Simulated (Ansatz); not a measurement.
Reaction (formal exchange of groups at a B–B bond): `BB([SiH3])S` + CH₄ → `CB([SiH3])S` + BH₃

Computed with Ansatz on PBE0-D4/def2-TZVP structures; ΔE is electronic, products minus reactants. CCSD(T)/CBS adds triple-zeta CCSD(T) − MP2 to the extrapolated MP2 energy (def2 sets, frozen cores). This one scheme is used for every species. DFT in def2-TZVPP. HSE06 is defined as in plane-wave codes. Each species was taken in one conformer, which may not be the lowest.

```csv
level,ΔE (kcal/mol),difference from CCSD(T)/CBS
BLYP-D4,4.4,2.3
HSE06-D4,4.2,2.1
BHLYP-D4,2.2,0.1
CAM-B3LYP-D4,2.6,0.5
r2SCAN,4.9,2.8
r2SCANh,4.4,2.3
r2SCAN0,3.7,1.6
BHLYP,2.3,0.2
CAM-B3LYP,2.8,0.7
RPA@PBE/def2-TZVPP,0.8,-1.3
HF/def2-SVP,-0.4,-2.5
MP2/def2-SVP,0.3,-1.8
CCSD/def2-SVP,1.1,-1.0
HF/def2-TZVPP,0.2,-1.9
MP2/def2-TZVPP,0.9,-1.2
SCS-MP2/def2-TZVPP,0.6,-1.5
CCSD(T)/CBS,2.1,0
```

Largest T1 diagnostic among the species: 0.016.

From BLYP to BHLYP (50 % exact exchange), in def2-TZVPP and without D4, ΔE moves by −2.7 kcal/mol. Leaving LDA and LC-ωPBE aside and taking each functional with its dispersion term where it has one, the values, not all of them listed here, spread over 3.6 kcal/mol, from ωB97M-V to B97M-V.
